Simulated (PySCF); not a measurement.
Fill in the blanks.

C7H13NSi.
InChI=1S/C7H13NSi/c1-4-5-9(6-7-9)8(2)3/h6-7H2,1-3H3

Conformer (atom-mapped SMILES and torsion angles): `[CH3:1][C:2]#[C:3][Si:4]1([N:5]([CH3:6])[CH3:7])[CH2:8][CH2:9]1`: C3–Si4–N5–C6 -81°.

| property | level | value |
| --- | --- | --- |
| rotational constants A, B, C | PBE0-D3(BJ)/def2-SVP | 1.659, 0.864, 0.680 GHz |
| dipole moment | PBE0/def2-SVPD | ? |
| HOMO energy | PBE0/def2-SVPD | -6.31 eV |
| LUMO energy | PBE0/def2-SVPD | ? |
| lowest singlet excitation | TDDFT PBE0/def2-SVPD | ? |
| lowest triplet excitation (Tamm–Dancoff) | TDA PBE0/def2-SVPD | 4.38 eV |
| static isotropic polarisability | PBE0/def2-SVPD | ? |
| vertical ionisation energy | ΔSCF PBE0/def2-SVPD | ? |
| electronic spatial extent ⟨r²⟩ about the centre of nuclear charge | PBE0/def2-SVPD | ? |
| 13C chemical shifts (computed TMS as zero) by class | GIAO PBE0/pcSseg-1 | 112.8 (1 C), 82.2 (1 C), 41.9 (2 C), 6.0 (1 C), 2.8 (2 C) ppm |
| 1H chemical shifts (computed TMS as zero) by class | GIAO PBE0/pcSseg-1 | 2.58 (6 H), 1.93 (3 H), 0.71 (2 H), 0.50 (2 H) ppm |
| isotropic shieldings of nuclei other than C and H, by class | GIAO PBE0/pcSseg-1 | 244 (1 N), 442 (1 Si) ppm |

The electronic properties come from PySCF, for the isolated species, density fitting. One conformer (not necessarily the lowest) at the PBE0-D3(BJ)/def2-SVP geometry, without solvent or vibrations. NMR classes are plain means over equivalent atoms (diastereotopic ones count apart unless rotation or inversion swaps them), as if these changed places fast; in this geometry the members of some classes differ.

(1) Give the vertical ionisation energy.

(2) The static isotropic polarisability?

(3) What is the lowest singlet excitation?

(4) What is the LUMO energy?

(5) The dipole moment?

(6) What is the electronic spatial extent ⟨r²⟩ about the centre of nuclear charge?

Answers

(1) 7.92 eV.

(2) 122.1 au.

(3) 5.25 eV (236 nm, f = 0.001).

(4) 0.12 eV.

(5) 1.62 D.

(6) 1874 bohr².

The rotational constants make it an asymmetric top with κ = (2B − A − C)/(A − C) = -0.62, nearer the prolate limit (−1). The dipole equals about 5.4 × 10⁻³⁰ C·m (1 D = 3.33564 × 10⁻³⁰ C·m). The 10 singlets span 5.25 to 6.53 eV, and their oscillator strengths add up to 0.39.
